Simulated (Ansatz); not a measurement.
A run on CH7BClNSi (`C[SiH](N)BCl`) with other settings.

```yaml
crystal:
  periodic: [false, false, false]
  atoms:
    - {symbol: C, position_ang: [-1.347564, 0.921843, -0.030139]}
    - {symbol: Si, position_ang: [-0.004448, -0.348171, -0.302668]}
    - {symbol: N, position_ang: [-0.069514, -1.527313, 0.957744]}
    - {symbol: B, position_ang: [1.846835, 0.452257, -0.305472]}
    - {symbol: Cl, position_ang: [2.102374, 2.005733, -1.060546]}
    - {symbol: H, position_ang: [-1.300819, 1.692027, -0.803815]}
    - {symbol: H, position_ang: [-1.240108, 1.402634, 0.944380]}
    - {symbol: H, position_ang: [-2.337652, 0.460783, -0.077194]}
    - {symbol: H, position_ang: [-0.198954, -0.902383, -1.687477]}
    - {symbol: H, position_ang: [0.724423, -2.128796, 1.109424]}
    - {symbol: H, position_ang: [-0.926626, -2.024786, 1.141984]}
    - {symbol: H, position_ang: [2.828952, -0.059031, 0.147679]}
basis:
  gaussian: {orbitals: def2-SVPD, nuclear_model: gaussian}
hamiltonian: {xc: {name: HSE06}, dispersion: d3bjatm}
accuracy: high
scf: {lower_state_search: light}
output: {forces: true}
```

```sh
$ ansatz run in.yaml --threads 4 --pin off --events-out ev --progress --plain --max-ram 10444MiB
```

Output, abridged:

```
Functional definition: HSE06
3344 factors; integrals over basis functions are off by at most 4.0e-9 eV
171 factors; integrals over basis functions are off by at most 1.0e-9 eV
mean field evaluation 1: about -23689.4770 eV, gradient 6.4e1 eV
mean field evaluation 2: about -23676.9841 eV, gradient 9.2e1 eV
mean field evaluation 4: about -23698.5115 eV, gradient 5.1e0 eV
mean field evaluation 8: about -23698.7205 eV, gradient 3.0e-1 eV
mean field evaluation 16: about -23698.7208 eV, gradient 7.7e-5 eV
mean field -23698.72075713 eV, -870.9119242547 hartree, gradient 4.5e-8 eV, S^2 0.000000; 0 other end points of the search recorded, 0 dependent functions left out
reference -23698.72076243 eV, -870.9119244494 hartree; 28, 28 occupied and 139, 139 virtual orbitals, 3344 factors
Total energy: -23698.92073343 eV, -870.9192732483 hartree
Atom 0 at    -1.347564     0.921843    -0.030139 Å, force     0.077858    -0.073945    -0.028450 eV/Å
Atom 1 at    -0.004448    -0.348171    -0.302668 Å, force     0.103253     0.303520    -0.271975 eV/Å
Atom 2 at    -0.069514    -1.527313     0.957744 Å, force    -0.008102    -0.170371     0.215971 eV/Å
Atom 3 at     1.846835     0.452257    -0.305472 Å, force    -0.178276    -0.084359     0.013176 eV/Å
Atom 4 at     2.102374     2.005733    -1.060546 Å, force     0.044082     0.217919    -0.109520 eV/Å
Atom 5 at    -1.300819     1.692027    -0.803815 Å, force     0.000810     0.178255    -0.174453 eV/Å
Atom 6 at    -1.240108     1.402634     0.944380 Å, force     0.016215     0.117368     0.232110 eV/Å
Atom 7 at    -2.337652     0.460783    -0.077194 Å, force    -0.228386    -0.100200    -0.008790 eV/Å
Atom 8 at    -0.198954    -0.902383    -1.687477 Å, force    -0.021245    -0.054414    -0.112376 eV/Å
Atom 9 at     0.724423    -2.128796     1.109424 Å, force     0.147349    -0.127130     0.072583 eV/Å
Atom 10 at    -0.926626    -2.024786     1.141984 Å, force    -0.160956    -0.103998     0.078340 eV/Å
Atom 11 at     2.828952    -0.059031     0.147679 Å, force     0.207398    -0.102643     0.093385 eV/Å
Dipole moment:    -0.143825    -0.270899     0.134814 e Å
```

Run time 6 s (4 threads of an INTEL XEON PLATINUM 8581C on a shared host); peak host memory 0.97 GiB.
